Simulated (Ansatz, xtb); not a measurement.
# Relative energy of two isomers of CH4ISi

Structure a: `[SiH2]CI`, a doublet. Structure b: `[CH2][SiH2]I`, a doublet. Both are isolated molecules in the gas phase, relaxed with r2SCAN-D4/def2-SVP; the shapes shown needn't be the lowest conformers.

a (Å):

```xyz
7

C    -0.4483   -0.1241    1.4721
I    -0.2197    2.0392    1.3599
Si    1.1123   -0.9944    0.8553
H     1.3652   -0.6730   -0.5806
H     0.9869   -2.4726    1.0698
H    -0.6696   -0.3484    2.5253
H    -1.3394   -0.3545    0.8676
```

b (Å):

```xyz
7

C     0.8219   -1.0218    0.3647
I    -1.0890    1.9029    0.8506
Si   -0.2606   -0.2930    1.6578
H     0.4221   -1.6187   -0.4628
H     1.8898   -0.7856    0.2965
H    -1.4637   -1.1320    1.9138
H     0.4822   -0.0278    2.9205
```

Q: Estimate which is lower in electronic energy at CCSD(T)/def2-SVP + ΔMP2/def2-TZVPP, and by roughly how much.

A: The CCSD(T)/def2-SVP + ΔMP2/def2-TZVPP calculation puts structure b lower, by 0.928 eV.

Level by level:

| level | geometry | E(b) − E(a) (eV) | departure from the last row (eV) | job, with rough time for the two |
| --- | --- | --- | --- | --- |
| GFN2-xTB | GFN2-xTB | −0.854 | +0.074 | optimisation, 0.083 s |
| HF/STO-3G | GFN2-xTB | −1.398 | −0.470 | single point, 0.66 s |
| r2SCAN-D4/def2-SVP//GFN2-xTB | GFN2-xTB | −1.004 | −0.076 | single point, 2.3 s |
| r2SCAN-D4/def2-SVP | r2SCAN-D4/def2-SVP | −1.007 | −0.079 | optimisation, 42 s |
| HF/def2-SVP | r2SCAN-D4/def2-SVP | −1.312 | −0.384 | part of the CCSD(T) run |
| MP2/def2-SVP | r2SCAN-D4/def2-SVP | −0.861 | +0.067 | part of the CCSD(T) run |
| CCSD(T)/def2-SVP | r2SCAN-D4/def2-SVP | −0.901 | +0.027 | single point |
| CCSD(T)/def2-SVP + ΔMP2/def2-TZVPP | r2SCAN-D4/def2-SVP | −0.928 |  | single point, 20 s |

As drawn, b has 1 I–Si in place of 1 C–I.

The levels shown agree on the order. The largest departure from CCSD(T)/def2-SVP + ΔMP2/def2-TZVPP is that of HF/STO-3G, 0.470 eV. The last row adds to CCSD(T) the change of the MP2 difference between the two basis sets, here −0.027 eV.

With harmonic frequencies from r2SCAN-D4/def2-SVP (ideal gas, rigid rotor, one conformer each, 298.15 K, 1 atm): the zero-point term adds −0.032 eV; ΔH is −0.952 and ΔG −0.966 eV.

Open shells are spin-unrestricted. The correlated steps freeze 10 core orbitals; the filled d shell of I is correlated, in a basis made for valence electrons. Atoms past krypton carry core potentials in the def2 sets, other sets are all-electron and non-relativistic, and no spin–orbit term is included. Mirror images aren't counted in ΔG. Run with Ansatz 0.2.0, xtb 6.7.1; the last row on 1 thread of AMD EPYC 9R45 (Zen 5) on a shared host.
